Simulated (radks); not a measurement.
Ionisation of neutral cerium, [Xe] 4f1 5d1 6s2, to [Xe] 4f1 5d2 as the strength of local exchange is varied. All-electron calculation, Dirac Kohn-Sham, Slater X-alpha exchange (alpha = 2/3 is LDA exchange), no correlation, spin-unpolarised, spherical densities, point nucleus; open shells fill j = l - 1/2 first. Program: a radial shooting solver on a logarithmic mesh with Libxc functionals.

| alpha | E(Ce) (hartree) | exchange (hartree) | IE (eV) | -e of the level emptied (eV) | <r> of it (bohr) |
|---|---|---|---|---|---|
| 0.578 | -8826.7507 | -170.9374 | 5.687 | 2.703 (6s1/2) | 4.540 |
| 0.632 | -8842.7346 | -187.2344 | 5.748 | 2.917 (6s1/2) | 4.470 |
| 0.667 | -8853.1094 | -197.8267 | 5.784 | 3.061 (6s1/2) | 4.425 |
| 0.685 | -8858.4496 | -203.2831 | 5.802 | 3.136 (6s1/2) | 4.403 |
| 0.745 | -8876.2726 | -221.5155 | 5.853 | 3.394 (6s1/2) | 4.329 |
| 0.818 | -8898.0036 | -243.7898 | 5.903 | 3.721 (6s1/2) | 4.241 |
| 0.887 | -8918.5904 | -264.9358 | 5.937 | 4.042 (6s1/2) | 4.162 |
| 1.01 | -8955.4007 | -302.8530 | 5.968 | 4.645 (6s1/2) | 4.028 |

NIST Atomic Spectra Database: 5.539 eV (measured). The central value is not met in this range of alpha. Spin polarisation and multiplet splitting are left out, so open shells lie too high by an amount that depends on their filling.

Beside tabulated values, note that spin-unpolarised runs miss the spin-polarisation part of the exchange energy of open shells.
